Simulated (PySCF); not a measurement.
## C₆ coefficients of unlike pairs at UHF

Calculated with PySCF 2.14 from the dipole response of each species, C₆(A,B) = (3/π) ∫ α_A(iu) α_B(iu) du, in atomic units, from isotropic polarisabilities. For ions this is the dispersion term alone; charge-induced terms of lower order in 1/R come first.

```
species       configuration                                                                                              basis      relativity  α (bohr³)  C₆ (like pair)
     Xe           [Xe] (1S)                                                        aug-cc-pwCVTZ-PP with ECP28MDF (8s7p6d4f1g)  core potential      26.60           282.8
   Zr²⁺       [Kr] 4d2 (3F)  aug-cc-pVTZ-PP with one added diffuse shell each of s, p, d, f, g type with ECP28MDF (7s7p6d4f3g)  core potential      11.30           55.81
   Os²⁺  [Xe] 4f14 5d6 (5D)  aug-cc-pVTZ-PP with one added diffuse shell each of s, p, d, f, g type with ECP60MDF (7s7p6d4f3g)  core potential      10.48           65.76
    Cr⁺       [Ar] 3d5 (6S)                 x2c-QZVPPall with one added diffuse shell each of s, p, d, f, g type (12s8p6d4f3g)   spin-free X2C      9.369           33.95
```

Problem. Estimate C₆ for Cr⁺ with Xe.

Solution. The integral gives 97.04. The combination rule 2 C_A C_B / (C_A α_B/α_A + C_B α_A/α_B) gives 97.97 and the geometric mean 97.99.

No spin-orbit coupling is included.

The other pairs:

| pair | C₆ |
| --- | --- |
| Zr²⁺, Xe | 124.6 |
| Cr⁺, Zr²⁺ | 43.44 |
| Cr⁺, Os²⁺ | 46.82 |
| Os²⁺, Xe | 133.0 |
| Os²⁺, Zr²⁺ | 60.24 |
